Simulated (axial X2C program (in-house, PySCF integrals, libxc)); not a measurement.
## What spin–orbit coupling does to BeSe⁺

Calculated with an in-house all-electron X2C program for linear molecules (integrals from PySCF). Spin-free means the one-electron spin-free X2C Hamiltonian; two-component (2c) means X2C with spin–orbit coupling and atomic mean-field two-electron Coulomb and Gaunt terms, so the difference of the two also holds small scalar two-electron terms. Basis: Se dyall-cv3z [8s9p6d4f1g], Be dyall-cv3z [8s8p3d1f] (cores contracted in-house); Gaussian nuclei, density fitting, unrestricted open shells. Masses: Se 79.917 u, Be 9.012 u.

Spin-free state: M_S = 1/2, Λ = 1 (beyond evenly filled blocks: π+α, π+β, π-α); fragments Se + Be+.

| level | Re (Å) | ωe (cm⁻¹) | De (eV) | μ (D) |
| --- | --- | --- | --- | --- |
| PBE0 | 1.960 | 745.3 | 3.147 | 8.02 |
| HF | 1.967 | 745.1 | 1.709 | 8.81 |
| CCSD | 1.973 | 736.7 | 2.988 | n/a |
| CCSD(T) | 1.977 | 732.5 | 3.105 | n/a |

Correlated methods: 7 electrons correlated (number of frozen shells: Se 3 s, 2 p, 1 d; Be 1 s), 193 virtual spin orbitals or spinors in MP2, 80 natural virtuals in coupled cluster.

Dipoles are positive if Be is the positive end and refer to the centre of mass.

Task: Within this multiplet, which Ω should lie lowest by the rule for regular and inverted multiplets?

Result: The open π shell holds three electrons, one hole, so the multiplet is inverted: Ω = Λ + 1/2 = 3/2. The PBE0 2c search agrees.

Two-component determinant lowest at the distance of the search:

Ω = 3/2 (⟨Sz⟩ = 0.50, ⟨Lz⟩ = 1.00 at HF); fragments Se + Be+.

| level | Re (Å) | ωe (cm⁻¹) | De (eV) | μ (D) |
| --- | --- | --- | --- | --- |
| PBE0 | 1.962 | 740.6 | 3.191 | 8.02 |
| HF | 1.969 | 738.9 | n/a | 8.82 |
| CCSD | 1.975 | 731.7 | 2.969 | n/a |
| CCSD(T) | 1.979 | 727.9 | 3.080 | n/a |

Task: From the two tables, how do the constants change at the CCSD(T) level (2c against spin-free)?

Result: At the CCSD(T) level Re goes up by 0.002 Å and ωe drops by 4.6 cm⁻¹; De changes by -0.025 eV.

One determinant describes the state; a PBE0 search over occupations chose it and may have missed a lower one. Dissociation energies refer to the lowest single-determinant-based atoms at the same level and basis. De is not given where an atomic determinant may have missed its ground term or J level, or where the truncated virtual space spoils (T). Density functionals use the spin component along the axis (collinear). CCSD and (T) use frozen natural virtuals with an MP2 correction for the truncation; (T) itself is uncorrected, so its De runs slightly low. The functionals have no current-density term, which raises determinants with orbital currents, atoms included. The determinant is spin-polarised beyond a pure state at some levels (its spin-free form has ⟨S²⟩ too high), which makes Re and μ there less reliable. The stretched end of a curve changes character and is left out.
